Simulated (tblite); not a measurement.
Species: C₄H₁₂OSi.
SMILES: `CO[Si](C)(C)C`

Computed with GFN2-xTB (tblite): harmonic, unscaled wavenumbers at the GFN2-xTB geometry, gas phase. This tight-binding method is rough: wavenumbers can miss measured ones by several per cent, in bad cases by 10 to 20.

Harmonic wavenumbers (cm⁻¹): 67.7, 84.9, 94.8, 104.7, 106.0, 131.8, 164.4, 173.7, 202.6, 249.3, 310.8, 609.8, 724.7, 733.8, 748.6, 775.4, 789.3, 799.9, 854.6, 862.5, 884.4, 1126.4, 1132.6, 1147.2, 1376.1, 1376.4, 1379.8, 1414.0, 1482.4, 1486.7, 1487.4, 1488.3, 1489.6, 1493.8, 1495.1, 1496.8, 2941.7, 2953.9, 2986.1, 3025.8, 3029.3, 3035.0, 3037.4, 3051.9, 3053.4, 3055.0, 3056.3, 3059.0.

A = 2952, B = 2030, C = 1986 MHz; mass 104.066 u (most abundant isotopes); point group Cs, symmetry number 1.

**Question.** Zero-point energy?

**Answer.** ½Σν̃ = 33316 cm⁻¹ = 95.25 kcal/mol.

**Question.** Give the ideal-gas entropy at 298.15 K and 1 bar in the rigid-rotor, harmonic-oscillator model (classical rotation).

**Answer.** Translation 39.86, rotation 27.69, vibration 33.97: S = 101.5 cal/(mol K).

**Question.** And Cp and H(298.15 K) − H(0)?

**Answer.** Cp = 37.43 cal/(mol K), of which vibrations give 29.48 (their classical limit is 48 R = 95.4); H(298.15 K) − H(0) = 7.47 kcal/mol without the zero-point energy, 5.10 from vibrations.

**Question.** How do the functions run with temperature in this model?

**Answer.** 
```
T (K)  S (cal/(mol K))  Cp (cal/(mol K))  H − H(0) (kcal/mol)  G − H(0) (kcal/mol)  ln q(vib)
  150             80.0              26.7                 2.74                -9.26       3.83
  250             95.3              33.7                 5.75               -18.06       7.07
  400            113.6              45.2                11.68               -33.77      11.31
  600            134.5              58.1                22.08               -58.64      16.39
  900            160.9              71.7                41.69              -103.08      23.22
```

q(vib) and H(0) count from the zero-point level.

**Question.** Which modes carry the vibrational entropy at 298.15 K?

**Answer.** 67.7 cm⁻¹: 4.22; 84.9 cm⁻¹: 3.77; 94.8 cm⁻¹: 3.56; 104.7 cm⁻¹: 3.36; 106.0 cm⁻¹: 3.34; 131.8 cm⁻¹: 2.92 cal/(mol K); the other 42 give 12.80 together.

**Question.** Blend soft modes into free rotors: weight 1/[1 + (100 cm⁻¹/ν̃)⁴] for the oscillator and the rest for a rotor with moment μB/(μ + B), μ = h/(8π²ν), B = 10⁻⁴⁴ kg m². What vibrational entropy results?

**Answer.** 31.72 cal/(mol K) in place of 33.97, which changes −T·S at 298.15 K by +0.67 kcal/mol.

Hindered rotation and anharmonicity are outside this model.

Conformer computed: `[CH3:1][O:2][Si:3]([CH3:4])([CH3:5])[CH3:6]`: C1–O2–Si3–C4 -61°.
